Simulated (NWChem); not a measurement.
System: CH6ClNSi; SMILES C[Si@H](N)Cl

NWChem input:

```
start job
memory heap 200 mb stack 900 mb global 1100 mb
geometry units angstroms noautosym nocenter noautoz
  C     -1.368707    -1.418268     0.239744
  Si     0.052425    -0.375840    -0.391623
  N      1.550497    -1.065590     0.106389
  Cl    -0.268504     1.592306     0.305966
  H     -1.306157    -2.432155    -0.171332
  H     -1.351727    -1.490757     1.333331
  H     -2.331451    -0.984156    -0.048929
  H      0.099814    -0.252208    -1.866105
  H      2.414021    -0.705284    -0.284283
  H      1.683515    -1.324278     1.078005
end
basis spherical
  * library 6-31g*
end
dft
  xc b3lyp
  iterations 150
end
cosmo
  do_cosmo_smd true
  solvent ether
end
task dft energy
```

Output (shortened):

```
             Northwest Computational Chemistry Package (NWChem) 7.3.0
             --------------------------------------------------------

                             Geometry "geometry" -> ""
                             -------------------------

 Output coordinates in angstroms (scale by  1.889725989 to convert to a.u.)

  No.       Tag          Charge          X              Y              Z
 ---- ---------------- ---------- -------------- -------------- --------------
    1 C                    6.0000    -1.36870700    -1.41826800     0.23974400
    2 Si                  14.0000     0.05242500    -0.37584000    -0.39162300
    3 N                    7.0000     1.55049700    -1.06559000     0.10638900
    4 Cl                  17.0000    -0.26850400     1.59230600     0.30596600
    5 H                    1.0000    -1.30615700    -2.43215500    -0.17133200
    6 H                    1.0000    -1.35172700    -1.49075700     1.33333100
    7 H                    1.0000    -2.33145100    -0.98415600    -0.04892900
    8 H                    1.0000     0.09981400    -0.25220800    -1.86610500
    9 H                    1.0000     2.41402100    -0.70528400    -0.28428300
   10 H                    1.0000     1.68351500    -1.32427800     1.07800500

 Effective nuclear repulsion energy (a.u.)     219.6730865766

                                 NWChem DFT Module
                                 -----------------

 Summary of "ao basis" -> "ao basis" (spherical)
 ------------------------------------------------------------------------------
       Tag                 Description            Shells   Functions and Types
 ---------------- ------------------------------  ------  ---------------------
 C                           6-31g*                  6       14   3s2p1d
 Si                          6-31g*                  8       18   4s3p1d
 N                           6-31g*                  6       14   3s2p1d
 Cl                          6-31g*                  8       18   4s3p1d
 H                           6-31g*                  2        2   2s

 in cosmo_initialize ...
 calling solv_data for solv:ether

 solvent parameters
 solvname_short: ether
 solvname_long:  diethyl ether
 dielec:        4.2400
 dielecinf:     1.8295
 nonaqueous SMD model solvent descriptors
 dielec:        4.2400
 sola:          0.0000
 solb:          0.4100
 solc:          0.0000
 solg:         23.9600
 solh:          0.0000
 soln:          1.3526

          ---------------
          -cosmo- solvent
          ---------------
 Cosmo: York-Karplus, doi: 10.1021/jp992097l
 dielectric constant -eps-     =   4.24
 screen = (eps-1)/(eps    )    =   0.76415
 surface charge correction     = lagrangian

   van der Waals surface
 --------------------------

[...]

                                COSMO-SMD solvation results
                                ---------------------------

             internal energy in gas <Psi(g)|H|Psi(g)> =      -846.244365292963
         internal energy in solvent <Psi(s)|H|Psi(s)> =      -846.243773051735
                               delta internal energy  =         0.000592241228 (    0.37 kcal/mol)
   total free energy in solvent <Psi(s)|H+V/2|Psi(s)> =      -846.251890254217
 polarization energy contribution <Psi(s)|V/2|Psi(s)> =        -0.008117202482 (   -5.09 kcal/mol)
    total free energy in solvent including G(SMD-CDS) =      -846.252753972608
                       G(SMD-CDS) energy contribution =        -0.000863718392 (   -0.54 kcal/mol)
     1 M fixed-concentration free energy of solvation =        -0.008388679645 (   -5.26 kcal/mol)

                       DFT Final Molecular Orbital Analysis
                       ------------------------------------

 Vector   23  Occ=2.000000D+00  E=-3.156047D-01
              MO Center= -1.5D-01,  1.1D+00,  1.7D-01, r^2= 2.6D+00
   Bfn.  Coefficient  Atom+Function         Bfn.  Coefficient  Atom+Function
  ----- ------------  ---------------      ----- ------------  ---------------
    53      0.475435   4 Cl px               55      0.434911   4 Cl pz
    57      0.271426   4 Cl px               59      0.246304   4 Cl pz
    49     -0.187079   4 Cl px               51     -0.170858   4 Cl pz
    72      0.128884   8 H  s                38     -0.124306   3 N  s
    35      0.105508   3 N  px               54      0.101182   4 Cl py

 Vector   24  Occ=2.000000D+00  E=-2.996031D-01
              MO Center= -4.1D-01,  6.3D-01,  1.6D-02, r^2= 3.4D+00
   Bfn.  Coefficient  Atom+Function         Bfn.  Coefficient  Atom+Function
  ----- ------------  ---------------      ----- ------------  ---------------
    55      0.430396   4 Cl pz               53     -0.302462   4 Cl px
    59      0.250015   4 Cl pz               54     -0.244858   4 Cl py
    72      0.197395   8 H  s                57     -0.176436   4 Cl px
     3     -0.172407   1 C  px               51     -0.168748   4 Cl pz
     4     -0.165868   1 C  py               23     -0.145721   2 Si pz

 Vector   25  Occ=2.000000D+00  E=-2.668746D-01
              MO Center=  1.2D+00, -7.6D-01,  7.4D-02, r^2= 2.4D+00
   Bfn.  Coefficient  Atom+Function         Bfn.  Coefficient  Atom+Function
  ----- ------------  ---------------      ----- ------------  ---------------
    36      0.487834   3 N  py               40      0.411188   3 N  py
    53     -0.225556   4 Cl px               37      0.222749   3 N  pz
    41      0.184215   3 N  pz               54      0.184199   4 Cl py
    26      0.139354   2 Si py               58      0.134470   4 Cl py
    57     -0.125939   4 Cl px               38     -0.104958   3 N  s

 Vector   26  Occ=0.000000D+00  E= 4.829090D-02
              MO Center=  5.9D-01, -3.9D-02, -1.1D-01, r^2= 4.4D+00
   Bfn.  Coefficient  Atom+Function         Bfn.  Coefficient  Atom+Function
  ----- ------------  ---------------      ----- ------------  ---------------
    38      0.835232   3 N  s                24     -0.696960   2 Si s
    25     -0.667359   2 Si px               26     -0.599186   2 Si py
    56      0.482944   4 Cl s                58     -0.430925   4 Cl py
    27     -0.383872   2 Si pz               40      0.331344   3 N  py
    22     -0.319999   2 Si py               76     -0.274890  10 H  s

 Vector   27  Occ=0.000000D+00  E= 5.526040D-02
              MO Center=  1.4D-01, -3.4D-01, -4.6D-01, r^2= 4.9D+00
   Bfn.  Coefficient  Atom+Function         Bfn.  Coefficient  Atom+Function
  ----- ------------  ---------------      ----- ------------  ---------------
    25      0.888788   2 Si px               38     -0.887840   3 N  s
    26     -0.806455   2 Si py               56      0.613481   4 Cl s
    58     -0.459731   4 Cl py               22     -0.382825   2 Si py
    24     -0.348085   2 Si s                76      0.266856  10 H  s
    20     -0.262989   2 Si s                21      0.239489   2 Si px

 Vector   28  Occ=0.000000D+00  E= 7.786936D-02
              MO Center= -5.0D-01, -1.0D+00,  1.2D-01, r^2= 5.3D+00
   Bfn.  Coefficient  Atom+Function         Bfn.  Coefficient  Atom+Function
  ----- ------------  ---------------      ----- ------------  ---------------
     6      1.820080   1 C  s                24     -1.034978   2 Si s
    25      0.712581   2 Si px               26      0.616893   2 Si py
    38      0.532606   3 N  s                68     -0.494098   6 H  s
    27     -0.474378   2 Si pz               70     -0.367317   7 H  s
    74     -0.355921   9 H  s                66     -0.351555   5 H  s

     Multipole analysis of the density
     ---------------------------------

     L   x y z        total         alpha         beta         nuclear
     -   - - -        -----         -----         ----         -------
     0   0 0 0     -0.000000    -25.000000    -25.000000     50.000000

     1   1 0 0      0.447068      2.095653      2.095653     -3.744239
     1   0 1 0     -0.994157      0.778613      0.778613     -2.551383
     1   0 0 1      0.202326     -1.734304     -1.734304      3.670933

     2   2 0 0    -25.430374    -96.587133    -96.587133    167.743892
     2   1 1 0      0.852750      7.448940      7.448940    -14.045129
     2   1 0 1      0.903415      5.844564      5.844564    -10.785713
     2   0 2 0    -32.599502   -152.925736   -152.925736    273.251969
     2   0 1 1     -1.873612    -10.275033    -10.275033     18.676454
     2   0 0 2    -28.620659    -33.411045    -33.411045     38.201430
```

Level: B3LYP/6-31G* (spherical d), SMD on the gas-phase geometry. The geometry was optimised at B3LYP/6-31G* (spherical d). Solvent: diethyl ether.
